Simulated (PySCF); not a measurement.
Isomers of C3H11OPSi. Computed with PBE0-D3(BJ)/def2-SVP geometry optimisation, gas phase in PySCF 2.14.0. One conformer each; no zero-point energy, no entropy. No frequencies were run at this level. Point groups hold within 0.08 Å.

Question: Rank from lowest to highest electronic energy at this level (kcal/mol).
A. `[CH3:1][O:2][CH2:3][CH2:4][PH:5][SiH3:6]` with C1–O2–C3–C4 -175°, O2–C3–C4–P5 60°, C3–C4–P5–Si6 -73°
B. `[CH3:1][CH:2]([CH3:3])[O:4][SiH2:5][PH2:6]` with C1–C2–O4–Si5 135°, C2–O4–Si5–P6 63°, O4–Si5–P6–H 177° and 83°

Answer: B (0.0), A (34.9).

As drawn, the lower has an Si–O bond, which the higher lacks.

```tsv
SMILES	E (Eh)	E rel (kcal/mol)	dipole (D)	point group	A, B, C (MHz)
CC(C)O[SiH2]P	-826.23490	0.0	0.39	C1	3906, 1219, 993.9
COCCP[SiH3]	-826.17921	34.9	2.48	C1	2828, 1630, 1147
```

How do the relative energies change in single points at PBE0/pcSseg-1 (no added dispersion term) on the same geometries?

```json
{"SMILES": "CC(C)O[SiH2]P", "PBE0-D3(BJ)/def2-SVP (kcal/mol)": "0.0", "PBE0/pcSseg-1 (kcal/mol)": "0.0", "shift": "0.0"}
{"SMILES": "COCCP[SiH3]", "PBE0-D3(BJ)/def2-SVP (kcal/mol)": "34.9", "PBE0/pcSseg-1 (kcal/mol)": "35.6", "shift": "+0.7"}
```

Each column counts from its own lowest isomer. The order is unchanged; the largest shift is 0.7 kcal/mol.
